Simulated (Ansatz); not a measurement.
Start from `C[O][Zr]([CH3])([OH])[Cl]` and change one atom or group to get `C[O][Zr]([CH3])([Cl])[Cl]`.

Ansatz, PBE0-D4/def2-TZVP geometries, multiplicity 1. Each molecule was computed in one conformer, which needn't be the lowest.

Elements past krypton have def2 core potentials.

```csv
property,`C[O][Zr]([CH3])([OH])[Cl]`
HOMO–LUMO gap (PBE0/def2-TZVPP) / eV,6.81
LUMO energy (PBE0/def2-TZVPP) / eV,-0.71
size of the dipole moment (B3LYP/def2-TZVPP) / D,3.47
HOMO–LUMO gap (PBE/def2-TZVPP) / eV,4.58
HOMO–LUMO gap (ωB97M-V/def2-TZVPP) / eV,10.52
size of the dipole moment (ωB97M-V/def2-TZVPP) / D,3.49
```

(1) What does the change do to each property? (Estimate.)

## Answers

(1) Computed: 
| property | `C[O][Zr]([CH3])([Cl])[Cl]` | shift |
| --- | --- | --- |
| HOMO–LUMO gap (PBE0/def2-TZVPP) / eV | 6.53 | -0.28 |
| LUMO energy (PBE0/def2-TZVPP) / eV | -1.46 | -0.75 |
| size of the dipole moment (B3LYP/def2-TZVPP) / D | 3.18 | -0.29 |
| HOMO–LUMO gap (PBE/def2-TZVPP) / eV | 4.31 | -0.27 |
| HOMO–LUMO gap (ωB97M-V/def2-TZVPP) / eV | 10.93 | 0.41 |
| size of the dipole moment (ωB97M-V/def2-TZVPP) / D | 3.15 | -0.34 |

With PBE0 the HOMO falls by 0.47 eV and the LUMO falls by 0.75 eV, so the gap narrows by about 0.28 eV. PBE moves the HOMO by -0.45 eV and ωB97M-V by -0.48 eV. Dipoles are sizes alone; their direction can turn.

B3LYP here is the variant with VWN-RPA as its local correlation; programs differ in this.
